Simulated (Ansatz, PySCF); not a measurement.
Molecule: C4H6N, net charge 1, singlet state. It need not be the lowest isomer of its formula. 
Geometry from a B3LYP-D3(BJ)/def2-TZVP (Ansatz, a program for electronic structure) optimisation:
SMILES: [NH+]#CCC=C
```xyz
11

C     -2.1704     0.0643    -0.1464
C     -1.0761     0.0813     0.5972
C      0.1234    -0.8047     0.2927
C      1.2268     0.0005    -0.1751
N      2.0669     0.6780    -0.5415
H     -3.0224     0.6777     0.1147
H     -2.2704    -0.5651    -1.0227
H     -0.9870     0.7076     1.4758
H     -0.0948    -1.5356    -0.4927
H      0.4749    -1.3545     1.1740
H      2.8095     1.2757    -0.8692
```
Charge +1, spin multiplicity 1.

Total electronic energies in hartree. Valence correlation only, unless marked. No spin-orbit coupling. Non-relativistic. CBS(X,Y): correlation extrapolated as X^-3; Hartree-Fock from the larger set. The bracket is a focal-point correction in the basis named.

```csv
level,program,energy (Eh)
HF-D4/def2-TZVPD,PySCF + dftd4,-209.22063
PBE-D3(BJ)/def2-TZVPD,Ansatz + dftd3,-210.26990
revPBE-D3(BJ)/def2-TZVPD,Ansatz + dftd3,-210.50065
revPBE-D4/def2-TZVPD,Ansatz + dftd4,-210.50150
B3LYP/def2-TZVPD,Ansatz,-210.54385
PBE0-D3(BJ)/def2-TZVP,Ansatz + dftd3,-210.28452
PBE0/def2-TZVP,Ansatz,-210.27807
PBE0/def2-TZVPD,Ansatz,-210.27853
r2SCANh/def2-TZVPD,Ansatz,-210.39620
M06-2X/def2-TZVPD,PySCF,___
B2PLYP-D3(BJ)/def2-TZVPD,Ansatz + dftd3,-210.35729
MP2/cc-pVDZ,Ansatz,-209.80840
"RI-MP2/CBS(cc-pVTZ,cc-pVQZ)",Ansatz,-210.1146
CCSD(T)/cc-pVDZ,Ansatz,-209.87917
"RI-MP2/CBS(cc-pVTZ,cc-pVQZ)+[CCSD(T)-MP2]/cc-pVTZ",Ansatz,-210.1866
```

**Question.** Complete the blanks.

**Answer.** 
- M06-2X/def2-TZVPD, energy (Eh): -210.44018
